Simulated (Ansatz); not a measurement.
Born–Oppenheimer molecular dynamics of ClF2H3O3W (10 atoms, charge 0, multiplicity 1). It starts from a relaxed structure.

All numbers below come from Ansatz 0.2.0, RKS PBE0-D4/def2-SVP.

```
ensemble                      : NVE (velocity Verlet)
time step                     : 0.25 fs
steps asked                   : 78
starting velocities drawn for : 700 K
masses                        : H 2.014 u
seed                          : 408316
```

Frames 0.5 fs apart, positions in Å, forces in eV/Å.

Velocities at 10 fs (Å/ps):

```
W 0.47 0.06 0.07
F 3.09 -1.88 -1.53
O -0.89 2.09 -1.89
H -9.69 -6.13 13.22
O 3.28 2.41 5.20
H -1.52 -13.97 -8.52
Cl -4.36 2.04 -2.81
F 4.76 -2.78 1.66
O -3.49 0.36 -0.60
H -20.57 -16.31 15.17
```

```xyz
10
Properties=species:S:1:pos:R:3:forces:R:3 time_fs=10 energy_less_start_eV=0.408 T=307
W 0.086 0.092 -0.213 -1.76 1.39 -0.62
F 0.160 -0.401 1.570 -0.15 -0.32 0.97
O 1.910 -0.006 -0.059 -0.11 0.79 -2.75
H 2.192 -0.250 0.778 1.45 -0.82 2.97
O 0.076 1.988 0.087 -0.38 -1.46 -0.56
H -0.766 2.462 -0.023 0.24 0.02 0.14
Cl -2.312 0.240 -0.015 0.77 -0.03 0.00
F -0.175 -1.772 -0.523 -0.02 0.79 -0.13
O 0.128 0.229 -2.082 0.38 2.14 1.80
H -0.027 -0.578 -2.496 -0.42 -2.51 -1.83
10
Properties=species:S:1:pos:R:3:forces:R:3 time_fs=10.5 energy_less_start_eV=0.378 T=335
W 0.086 0.092 -0.213 -1.78 1.41 -0.62
F 0.162 -0.402 1.570 -0.15 -0.33 0.99
O 1.910 -0.005 -0.060 0.12 0.63 -2.18
H 2.188 -0.253 0.786 1.24 -0.66 2.41
O 0.077 1.989 0.089 -0.33 -1.52 -0.57
H -0.766 2.455 -0.027 0.18 0.07 0.14
Cl -2.314 0.241 -0.017 0.79 -0.03 0.00
F -0.172 -1.774 -0.522 -0.03 0.80 -0.14
O 0.126 0.230 -2.082 0.31 1.71 1.55
H -0.038 -0.587 -2.489 -0.36 -2.08 -1.59
10
Properties=species:S:1:pos:R:3:forces:R:3 time_fs=11 energy_less_start_eV=0.342 T=369
W 0.086 0.092 -0.213 -1.79 1.43 -0.63
F 0.163 -0.403 1.569 -0.16 -0.33 1.02
O 1.909 -0.004 -0.061 0.40 0.42 -1.44
H 2.185 -0.258 0.797 0.99 -0.44 1.66
O 0.079 1.990 0.092 -0.29 -1.57 -0.57
H -0.767 2.448 -0.031 0.12 0.11 0.14
Cl -2.316 0.242 -0.018 0.82 -0.03 0.01
F -0.170 -1.775 -0.521 -0.03 0.81 -0.14
O 0.125 0.230 -2.082 0.19 1.09 1.22
H -0.049 -0.599 -2.485 -0.24 -1.47 -1.27
10
Properties=species:S:1:pos:R:3:forces:R:3 time_fs=11.5 energy_less_start_eV=0.317 T=394
W 0.086 0.092 -0.213 -1.79 1.43 -0.63
F 0.165 -0.404 1.569 -0.17 -0.34 1.04
O 1.909 -0.002 -0.063 0.69 0.18 -0.62
H 2.184 -0.262 0.811 0.71 -0.20 0.84
O 0.081 1.991 0.094 -0.24 -1.62 -0.58
H -0.767 2.441 -0.035 0.07 0.16 0.14
Cl -2.318 0.243 -0.020 0.83 -0.03 0.01
F -0.168 -1.776 -0.520 -0.04 0.81 -0.15
O 0.123 0.231 -2.082 0.05 0.38 0.86
H -0.060 -0.613 -2.482 -0.10 -0.77 -0.91
10
Properties=species:S:1:pos:R:3:forces:R:3 time_fs=12 energy_less_start_eV=0.312 T=398
W 0.087 0.093 -0.213 -1.79 1.43 -0.63
F 0.166 -0.405 1.568 -0.18 -0.34 1.05
O 1.909 -0.001 -0.065 0.97 -0.06 0.18
H 2.183 -0.267 0.825 0.45 0.04 0.03
O 0.082 1.991 0.097 -0.21 -1.65 -0.59
H -0.767 2.435 -0.038 0.02 0.19 0.14
Cl -2.320 0.244 -0.021 0.85 -0.03 0.01
F -0.165 -1.777 -0.519 -0.05 0.80 -0.15
O 0.121 0.232 -2.082 -0.11 -0.33 0.50
H -0.071 -0.628 -2.480 0.06 -0.05 -0.56
10
Properties=species:S:1:pos:R:3:forces:R:3 time_fs=12.5 energy_less_start_eV=0.332 T=379
W 0.087 0.093 -0.213 -1.77 1.43 -0.62
F 0.168 -0.406 1.568 -0.19 -0.35 1.07
O 1.909 0.000 -0.067 1.21 -0.28 0.90
H 2.184 -0.273 0.839 0.21 0.26 -0.69
O 0.083 1.991 0.099 -0.18 -1.67 -0.59
H -0.767 2.428 -0.042 -0.02 0.23 0.14
Cl -2.322 0.245 -0.022 0.87 -0.04 0.02
F -0.163 -1.778 -0.519 -0.06 0.80 -0.15
O 0.120 0.232 -2.081 -0.27 -1.00 0.18
H -0.083 -0.643 -2.478 0.21 0.62 -0.25
10
Properties=species:S:1:pos:R:3:forces:R:3 time_fs=13 energy_less_start_eV=0.372 T=341
W 0.087 0.093 -0.213 -1.75 1.41 -0.61
F 0.169 -0.407 1.568 -0.20 -0.35 1.07
O 1.909 0.002 -0.068 1.39 -0.46 1.51
H 2.184 -0.277 0.853 0.02 0.45 -1.31
O 0.085 1.991 0.101 -0.17 -1.68 -0.59
H -0.768 2.422 -0.045 -0.05 0.25 0.14
Cl -2.324 0.246 -0.024 0.88 -0.04 0.02
F -0.161 -1.779 -0.518 -0.07 0.79 -0.15
O 0.118 0.233 -2.081 -0.41 -1.57 -0.10
H -0.093 -0.657 -2.477 0.35 1.19 0.02
10
Properties=species:S:1:pos:R:3:forces:R:3 time_fs=13.5 energy_less_start_eV=0.422 T=292
W 0.087 0.093 -0.213 -1.71 1.39 -0.59
F 0.171 -0.408 1.568 -0.21 -0.35 1.07
O 1.909 0.003 -0.070 1.53 -0.61 1.99
H 2.184 -0.281 0.864 -0.13 0.60 -1.79
O 0.086 1.991 0.103 -0.17 -1.67 -0.60
H -0.768 2.417 -0.048 -0.06 0.27 0.15
Cl -2.325 0.247 -0.025 0.90 -0.04 0.02
F -0.158 -1.780 -0.517 -0.08 0.78 -0.16
O 0.116 0.233 -2.080 -0.54 -2.03 -0.31
H -0.104 -0.669 -2.476 0.48 1.66 0.23
10
Properties=species:S:1:pos:R:3:forces:R:3 time_fs=14 energy_less_start_eV=0.474 T=242
W 0.087 0.093 -0.213 -1.67 1.36 -0.57
F 0.172 -0.410 1.568 -0.22 -0.34 1.07
O 1.909 0.004 -0.071 1.61 -0.72 2.34
H 2.184 -0.285 0.874 -0.24 0.71 -2.15
O 0.088 1.990 0.105 -0.18 -1.65 -0.61
H -0.768 2.411 -0.051 -0.06 0.28 0.15
Cl -2.327 0.248 -0.027 0.91 -0.04 0.03
F -0.156 -1.780 -0.517 -0.09 0.77 -0.16
O 0.114 0.234 -2.080 -0.64 -2.38 -0.47
H -0.114 -0.680 -2.475 0.58 2.02 0.38
10
Properties=species:S:1:pos:R:3:forces:R:3 time_fs=14.5 energy_less_start_eV=0.518 T=200
W 0.087 0.093 -0.213 -1.62 1.32 -0.54
F 0.173 -0.411 1.569 -0.23 -0.34 1.05
O 1.910 0.005 -0.071 1.65 -0.80 2.57
H 2.184 -0.287 0.881 -0.31 0.79 -2.40
O 0.089 1.989 0.107 -0.21 -1.63 -0.62
H -0.769 2.406 -0.054 -0.05 0.28 0.16
Cl -2.329 0.249 -0.028 0.93 -0.04 0.03
F -0.154 -1.781 -0.516 -0.10 0.76 -0.16
O 0.113 0.233 -2.080 -0.71 -2.62 -0.58
H -0.124 -0.689 -2.473 0.65 2.26 0.48
10
Properties=species:S:1:pos:R:3:forces:R:3 time_fs=15 energy_less_start_eV=0.547 T=172
W 0.087 0.094 -0.213 -1.57 1.28 -0.50
F 0.175 -0.412 1.569 -0.24 -0.33 1.03
O 1.911 0.006 -0.072 1.64 -0.84 2.70
H 2.184 -0.289 0.885 -0.34 0.83 -2.53
O 0.090 1.988 0.108 -0.24 -1.59 -0.63
H -0.769 2.401 -0.057 -0.02 0.28 0.17
Cl -2.331 0.250 -0.029 0.94 -0.05 0.03
F -0.151 -1.781 -0.515 -0.11 0.76 -0.16
O 0.111 0.233 -2.079 -0.76 -2.75 -0.63
H -0.132 -0.694 -2.471 0.71 2.41 0.54
10
Properties=species:S:1:pos:R:3:forces:R:3 time_fs=15.5 energy_less_start_eV=0.557 T=162
W 0.087 0.094 -0.213 -1.51 1.22 -0.45
F 0.176 -0.414 1.570 -0.25 -0.32 0.99
O 1.912 0.006 -0.072 1.59 -0.84 2.71
H 2.183 -0.290 0.887 -0.34 0.84 -2.56
O 0.091 1.987 0.110 -0.29 -1.54 -0.64
H -0.769 2.397 -0.059 0.02 0.27 0.18
Cl -2.332 0.251 -0.031 0.96 -0.05 0.03
F -0.149 -1.781 -0.515 -0.12 0.75 -0.16
O 0.108 0.232 -2.079 -0.79 -2.79 -0.65
H -0.140 -0.697 -2.468 0.73 2.45 0.54
```

Of the whole run (20 fs, mean temperature of the second half 291 K): The conserved energy stayed within 0.096 meV per atom of its start (net change 0.012 meV per atom), so the integration is sound. A run of 0.019 ps of so small a system gives no equilibrium averages.

Time of the run: 4.8 min on 4 threads of Arm Neoverse V1, on a shared host, peak memory 0.42 GiB.
